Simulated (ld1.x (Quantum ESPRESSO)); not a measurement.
The numbers below are computed, except where a source is named.
**Potentials for Al compared**

Generated with ld1.x 7.5 (TM, RRKJ, ultrasoft, PAW), atompaw 4.2 or ONCVPSP 4.0.1. The cutoff is in Ry: for ld1.x and atompaw files where the sum of valence levels is converged to 10 mRy in a Bessel basis, for ONCV files where the hardest occupied wave has 1 mHa per electron of residual kinetic energy. The error is the largest all-electron minus pseudo excitation energy over each file’s own four to seven test configurations (ionisations up to +4, promotions, holes and added fractions of an electron), all of which were solved. The labels leave out finer settings (local radius, basis sizes, second energies), which also bear on the numbers. Spin-polarised tests are not counted. The rows are a selection from randomly drawn settings: files with unsolved tests, undetermined cutoffs or missed reference levels are left out.

```csv
potential,cutoff (Ry),largest error (meV),bound ghosts
"ultrasoft, LDA (PZ), non-relativistic, rc 1.80/2.50/1.95 (spd), local smoothed, core correction yes, reference 3s2 3p0.75",8,+21,none
"TM, LDA (PZ), scalar-relativistic, rc 1.60/1.90 (sp), local smoothed, core correction yes, reference 3s2 3p0.75",12,+23,none
"PAW, LDA (PZ), scalar-relativistic, rc 2.15/2.90 (sp), local smoothed, core correction yes, reference 3s1.5 3p1.5",6,-20,none
"ultrasoft, PBEsol, scalar-relativistic, rc 0.95/1.10 (sp), local smoothed, core correction no, reference 2s2 2p6 3s1 3p2",100,-143,none
"TM, PBE, non-relativistic, rc 2.05/2.20/2.00 (spd), local s, core correction yes, reference 3s1.75 3p1.25",10,+27,none
"PAW, PW91, scalar-relativistic, rc 1.75/2.25 (sp), local smoothed, core correction yes, reference 3s2 3p1",10,-20,none
"TM semilocal, PBE, scalar-relativistic, rc 1.75/1.90 (sp), local p, core correction yes, reference 3s2 3p1",10,+9.1,none
```

Problem. Fill in the row for Al: ultrasoft, LDA (PZ), scalar-relativistic, rc 2.20/2.50 (sp), local smoothed, core correction yes, reference 3s2 3p1.

Solution. cutoff 6 Ry, largest error -11 meV, bound ghosts: none.
